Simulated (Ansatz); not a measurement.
C$_{2}$H$_{5}$O (SMILES [CH2]OC), doublet, at a GFN2-xTB geometry; PBE/def2-SV(P) (Ansatz, a program for electronic structure).

Ansatz was given this input:
Ansatz 0.2 input:
```yaml
crystal:
  periodic: [false, false, false]
  atoms:
    - {symbol: C, position_ang: [1.21829606, -0.16765284, -0.00816610]}
    - {symbol: O, position_ang: [-0.01053073, 0.03540515, 0.54193710]}
    - {symbol: C, position_ang: [-1.08283755, 0.08170466, -0.36068832]}
    - {symbol: H, position_ang: [1.37028160, 0.04044441, -1.05256614]}
    - {symbol: H, position_ang: [2.02154297, -0.09427015, 0.69664668]}
    - {symbol: H, position_ang: [-0.93315226, 0.86184055, -1.11602031]}
    - {symbol: H, position_ang: [-1.21113336, -0.87973184, -0.87140938]}
    - {symbol: H, position_ang: [-1.97604407, 0.30416488, 0.22097881]}
basis:
  gaussian:
    orbitals: def2-SV_P_.json
hamiltonian:
  xc: pbe
magnetization: {spin_polarized: true, initial_magnetization: 1}
```
The basis file holds def2-SV(P) in the JSON format of the Basis Set Exchange.

Task: Predict the main parts of the log of this Ansatz run.

Result: 
```
Functional definition: PBE
709 factors; their error is unknown
mean field evaluation 1: about -4186.5658 eV, gradient 3.1e1 eV
mean field evaluation 2: about -4183.5157 eV, gradient 4.0e1 eV
mean field evaluation 4: about -4191.6096 eV, gradient 3.3e0 eV
mean field evaluation 8: about -4191.6212 eV, gradient 4.3e-2 eV
mean field -4191.62123359 eV, -154.0392391516 hartree, gradient 2.5e-5 eV, S^2 0.752316; 0 other end points of the search recorded, 0 dependent functions left out
reference -4191.62126136 eV, -154.0392401722 hartree; 13, 12 occupied and 39, 40 virtual orbitals, 709 factors
Total energy: -4191.62126136 eV, -154.0392401722 hartree
```
